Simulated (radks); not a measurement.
Results of a calculation; reference values are marked as such.
Q: Ag IV, configuration [Kr] 4d8 (the NIST ground configuration). Level of theory: scalar-relativistic Kohn-Sham, PBE, spin-unpolarised, spherical densities, point nucleus (a radial shooting solver on a logarithmic mesh with Libxc functionals). Some entries of the table are withheld. Estimate them.

orbital  occ.  eigenvalue (eV)  <r^2> (bohr^2)  <r> (bohr)
1s          2        -25369.99             (1)     0.03111
2s          2        -3769.233         0.02146      0.1349
2p          6        -3384.909         0.01691      0.1177
3s          2        -723.2342          0.1553      0.3685
3p          6        -597.0100          0.1569      0.3675
3d         10        -398.0258          0.1424      0.3457
4s          2        -133.7053          0.9283      0.9057
4p          6         -96.8368           1.112      0.9865
4d          8         -43.7412           1.843       1.249
5s          0              (2)           6.090       2.332
5p          0              (3)           8.299       2.721

A: 
(1) 1s <r^2> (bohr^2): 0.001308
(2) 5s eigenvalue (eV): -31.4344
(3) 5p eigenvalue (eV): -23.7117
